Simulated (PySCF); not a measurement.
Ta(Cl)5, SMILES [Cl][Ta]([Cl])([Cl])([Cl])[Cl], singlet at its PBE0/def2-SVP optimised geometry (Å):

```
6

Ta     0.0000    -1.1425     0.0000
Cl    -2.3276    -1.1427     0.0002
Cl     2.3276    -1.1425     0.0000
Cl    -0.0007     1.1427     0.0000
Cl     0.0005    -2.2863     1.9786
Cl     0.0006    -2.2833    -1.9801
```

Level of theory: PBE0/def2-TZVP, def2 effective core potentials past Kr run with PySCF. The core electrons that the potentials of Ta replace are not part of the density. Cells within 0.4 Å of a nucleus heavier than hydrogen are left out (blank, or x).

Map of the electron localisation function on the plane z = 0.0 Å:

```
|000000000000000000000000000|
|000000000000000000000000000|
|000000000000000000000000000|
|000000000000000000000000000|
|000000000000010000000000000|
|000000000012343210000000000|
|000000000246777642000000000|
|000000002579999975200000000|
|000000003799959997300000000|
|0000000027991x1997200000000|
|000000000699xxx996000000000|
|000011100289414982001110000|
|001246530048999840035642100|
|002578885113454311588875200|
|014799998611454116899997410|
|025898129825989528921898520|
|026891xx6828xxx8286xx198620|
|026892xx78288x88287xx298620|
|015899679824999428976998510|
|013689998610353016899986310|
|001468886310000013688864100|
|000235542000000000245532000|
|000012210000000000012210000|
|000000000000000000000000000|
|000000000000000000000000000|
|000000000000000000000000000|
|000000000000000000000000000|
```
Scale: ten equal steps from 0.000 (start of '0') to 0.893 (end of '9'), in the order '0123456789'; x runs from -4.50 to 4.50, y from -4.50 (bottom) to 4.50 (top).
